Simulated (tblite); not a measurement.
Species: C5H14SSi2.
Atom-mapped SMILES: `[CH3:1][S:2]/[CH:3]=[CH:4]/[C@@H:5]([CH3:6])[SiH2:7][SiH3:8]` (hydrogens: H9, H10, H11 on C1; H12 on C3; H13 on C4; H14 on C5; H15, H16, H17 on C6; H18, H19 on Si7; H20, H21, H22 on Si8)

Computed geometry: GFN2-xTB, gas phase.

What internal coordinates does the optimisation give?

| bond | length (Å) | order |
| --- | --- | --- |
| C1–S2 | 1.818 | single |
| S2–C3 | 1.761 | single |
| C3=C4 | 1.327 | double |
| C4–C5 | 1.488 | single |
| C5–C6 | 1.525 | single |
| C5–Si7 | 1.927 | single |
| Si7–Si8 | 2.309 | single |
| C1–H9, C1–H10, C1–H11 | 1.086 | single |
| C3–H12 | 1.079 | single |
| C4–H13 | 1.081 | single |
| C5–H14 | 1.096 | single |
| C6–H15, C6–H16, C6–H17 | 1.088 | single |
| Si7–H18 | 1.470 | single |
| Si7–H19 | 1.473 | single |
| Si8–H20, Si8–H21, Si8–H22 | 1.466 | single |

Bonds in one row agree within 0.01 Å and their mean is given. Orders are formal, as drawn. A selection of angles:
| angle | degrees |
| --- | --- |
| C1–S2–C3 | 99.2 |
| S2–C3–C4 | 124.0 |
| C3–C4–C5 | 123.9 |
| C4–C5–C6 | 111.3 |
| C4–C5–Si7 | 108.2 |
| C6–C5–Si7 | 111.9 |
| C5–Si7–Si8 | 109.7 |

Torsions: C1–S2–C3–C4 177° (antiperiplanar); S2–C3–C4–C5 176° (antiperiplanar); C3–C4–C5–C6 139° (anticlinal); C4–C5–Si7–Si8 53° (synclinal).

Of the pairs four or more bonds apart, C3···Si8 is among the closest relative to their van der Waals radii: 3.69 Å, 97 % of the sum of Bondi's values. Si8 (SiH3 silicon) is distorted tetrahedral (angles from 106.0° to 113.3°). The 3 C–C bonds span 1.327 Å (C3=C4, drawn double) to 1.525 Å (C5–C6, drawn single), a spread of 0.198 Å. The C–S distances run from 1.761 Å (S2–C3, drawn single) to 1.818 Å (C1–S2, drawn single), a spread of 0.057 Å. Si7 (SiH2 silicon) is distorted tetrahedral (angles from 105.3° to 114.5°).

Point group: C1 (no symmetry element, even within 0.4 Å). Its lowest GFN2-xTB frequency is 14 cm⁻¹, too small to tell a flat minimum from a shallow saddle. One conformer, not necessarily the lowest. 3 starts were optimised and ended at 0.00, 0.71 and 1.12 kcal/mol (GFN2-xTB); the lowest of these is shown.
